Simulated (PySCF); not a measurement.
**Two-component Hartree-Fock for Ni¹³⁺ (nickel, charge +13)**

Start: [Ne] 3s2 3p3; 3p1/2 filled at m_j = -1/2, +1/2; 3p3/2 filled at m_j = +3/2. Calculated with PySCF 2.14 in an uncontracted even-tempered set (19 s from 1 bohr⁻², ratio 2.4; 13 p from 1.3 bohr⁻², ratio 2.4; 5 d from 6.3 bohr⁻², ratio 2.6; 4 f from 9.5 bohr⁻², ratio 2.6): generalised Hartree-Fock with the X2C-1e Hamiltonian and a Gaussian nucleus; one run each with spin-orbit coupling (SO) switched off, then screened by Boettger's factors.

```csv
spinor shell,electrons,"ε, spin-free (eV)","ε, screened SO (eV)",weight of nominal j (screened SO),"rms radius, screened SO (bohr)"
1s1/2,2,-8814.3,-8814.1,1.000,0.0624
2s1/2,2,-1454.5,-1454.5,1.000,0.262
2p1/2,2,-1304.3,-1317.4,0.973,0.233
2p3/2,4,-1304.3,-1297.8,0.986,0.236
3s1/2,2,-465.61,-465.58,1.000,0.686
3p1/2,2,-427.17,-427.83,0.629,0.685
3p3/2,1,-427.17,-425.86,1.000,0.688
```

```csv
quantity,spin-free,screened SO
E (hartree),-1443.76040,-1443.80861
M_J,3/2,3/2
⟨J²⟩,3.750,3.752
⟨L²⟩,0.000,0.081
⟨S²⟩,3.750,3.638
```

Each row is a mean over spinors that exchange with the open shell spreads, by up to 24.825 eV (3s1/2).

Rows whose weight is well below 1 are mixtures of j = l ± 1/2: exchange outweighs spin-orbit coupling there, and the label is only the starting occupation.

Without spin-orbit coupling the j labels of p, d and f shells carry no meaning; the spin-free column gives the mean over the occupied spinors of each nl shell.
